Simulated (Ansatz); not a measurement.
A run for Ansatz (a quantum-chemistry and plane-wave program): U-wB97M-V/def2-TZVPP on CoS, 2S+1 = 4, a spin state set in the input, which need not be the lowest, a point of a bond scan (R = 1.980 Å).

Ansatz 0.2 input:
```yaml
crystal:
  periodic: [false, false, false]
  atoms:
    - {symbol: Co, position_ang: [0.00000000, 0.00000000, 0.00000000]}
    - {symbol: S, position_ang: [0.00000000, 0.00000000, 1.98027100]}
basis:
  gaussian:
    orbitals: def2-TZVPP
    pivot_positions_ang: [[0.00000000, 0.00000000, 0.00000000], [0.00000000, 0.00000000, 1.98027100]]
hamiltonian:
  xc: {name: wB97M-V}
magnetization: {spin_polarized: true, initial_magnetization: 3}
output: {forces: true, orbitals: {seedname: ./end}}
```

The head of its log:

```
WARN ansatz: RAYON_NUM_THREADS=1 ignored (pool sized by the plan → 1); use --threads N
Functional definition: wB97M-V
integrals: 0.05 GiB planned
832 factors; their error is unknown
integrals: 0.08 GiB planned
116 factors; integrals over basis functions are off by at most 6.9e-5 eV
mean field: 0.70 GiB planned
mean field evaluation 1: about -48441.1763 eV, gradient 9.0e1 eV
mean field evaluation 2: about -47969.7875 eV, gradient 3.1e2 eV
```

What total energy does the run end on?

-1780.8567 hartree.
